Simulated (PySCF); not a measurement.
H4O4Si.
Cartesian coordinates in Å at the PBE0-D3(BJ)/def2-TZVP level; atoms count from 1:
```
atom  x, y, z in Å
O1     0.4463    1.2857   -0.9017
Si2    0.0058   -0.0024   -0.0042
O3     1.2347   -1.0709   -0.0995
O4    -1.4250   -0.5106   -0.5997
O5    -0.2330    0.2857    1.5834
H6    -0.2560    1.8760   -1.1777
H7     1.6876   -1.1261   -0.9420
H8    -1.9535   -1.0677   -0.0269
H9     0.5505    0.3129    2.1344
```

The closed-shell ground state was solved at several levels (PySCF, density fitting, gas phase, non-relativistic). Geometry: PBE0-D3(BJ)/def2-TZVP; no solvent, vibrations or thermal averaging. The dipole stays under 0.02 D at every level.

```tsv
level	basis functions	HOMO (eV)	LUMO (eV)	gap (eV)
B97-2/pcSseg-2	243	-8.90	0.04	8.94
wB97X-D/pcSseg-2	243	-11.16	1.77	12.93
PBE0/pcSseg-2	243	-9.21	0.01	9.22
```

(1) Estimate the row for KT3/pcSseg-2, a basis of 243 functions; the other rows only guide the guess.

(2) Over all these levels, which gives the widest orbital gap and which the narrowest?

(3) In the pcSseg-2 basis, how does the gap go with the fixed share of exact exchange?

## Answers

(1) HOMO -7.58 eV, LUMO -1.00 eV, gap 6.58 eV.

(2) wB97X-D/pcSseg-2 (range-separated hybrid) has the widest, 12.93 eV, and KT3/pcSseg-2 (GGA) the narrowest, 6.58 eV. From the narrowest to the widest the HOMO moves by -3.58 eV and the LUMO by +2.77 eV.

(3) KT3 (0 %) 6.58 eV; B97-2 (21 %) 8.94 eV; PBE0 (25 %) 9.22 eV. Each rise in the share widens the gap here.
